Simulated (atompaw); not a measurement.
## N: PAW (atompaw) pseudisation with PBE, non-relativistic reference atom.

| Quantity | Value |
| --- | --- |
| Element | N |
| Generator | atompaw 4.2.0.5 |
| Type | PAW |
| Functional | PBE |
| Relativity | non-relativistic |
| Frozen core | [He] |
| Valence charge | 5 |
| Reference configuration | 2s2 2p3 |
| Partial waves | 2s (bound): rc 1.35 bohr; 2s channel at 3 Ry: rc 1.35 bohr; 2p (bound): rc 1.35 bohr; 2p channel at 0.3 Ry: rc 1.35 bohr; 3d channel at 0.05 Ry: rc 1.35 bohr |
| Local potential | troulliermartins scheme with l = 3 at 0 Ry, radius 1.30 bohr |
| Core correction | smooth core density matched at 0.85 bohr |
| Augmentation charge | besselshape compensation charge, radius 1.25 bohr; PAW radius 1.35 bohr; waves and projectors: custom polynom2 7 10 vanderbiltortho |

- Cutoffs needed: 25 Ry and 160 Ry (the cutoffs (Ry, on a coarse ladder) from which the occupation-weighted sum of valence levels, in a spherical-Bessel basis at the reference potential, stays within 10 and 1 mRy of its value at 400 Ry)
- Ghost test: no extra level below or beside the all-electron valence levels (s, p, d, f tested) (spherical-Bessel basis up to 400 Ry, 20 bohr box)
- Lowest eigenvalue of the overlap operator: 0.45 (s channel)
- Overlap eigenvalues printed by atompaw (projector basis): 0.0168, 0.856, 31.8, 2.36e+03, 8.39e+03
- Share of each valence orbital outside the PAW sphere: 2s 41 %, 2p 47 %
